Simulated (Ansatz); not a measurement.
## Several solutions for doublet CoF2

| atom | x (Å) | y (Å) | z (Å) |
| --- | --- | --- | --- |
| Co | 0.0000 | 0.0000 | 0.0000 |
| F | 0.0000 | 0.0000 | 1.7400 |
| F | 0.0000 | 0.0000 | -1.7400 |

Basis set: def2-SVP (spherical functions). Charge 0, multiplicity 2.

PBE0 (restricted open-shell) was run from several starts with Ansatz (development build ahead of 0.2.0).

```
run  program                        start  converged  energy (hartree)  <S²>
  A   Ansatz      stability test followed        yes       -1581.66685  0.75
  B   Ansatz      atomic start, no search        yes       -1581.65818  0.75
  C   Ansatz  search for the lowest state        yes       -1581.66685  0.75
```

Q: Which runs reached the lowest solution of this kind, and what is wrong with the others?

A: A, C reached the lowest solution found. Converged but too high: B by 0.24 eV. Convergence only shows a stationary point, and even a stable one can lie too high; stability tests and further starts are what find lower ones. Caution: another spin multiplicity may lie lower. Caution: an unrestricted determinant lies well below (1.03 eV lower).
